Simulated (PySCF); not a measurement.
Excitations are Tamm–Dancoff values on a coarser integration grid. The basis has no diffuse functions, so Rydberg states are missing or too high.

Cartesian coordinates (Å):
SMILES: [Ga]([Cl])([Cl])[Cl]
```xyz
4

Cl    -1.2449    -1.7060     0.0239
Ga     0.0000     0.0000     0.0000
Cl    -0.8550     1.9308    -0.0427
Cl     2.1000    -0.2248     0.0188
```
Charge 0, spin multiplicity 1.

### Question
Give the LUMO, total energy and S1–T1 gap (TDA) at the level PBE0-D3(BJ)/def2-TZVP in PySCF.

### Answer

- LUMO: -1.95 eV
- total energy: -3304.9650 Ha
- S1–T1 gap (TDA): 0.39 eV
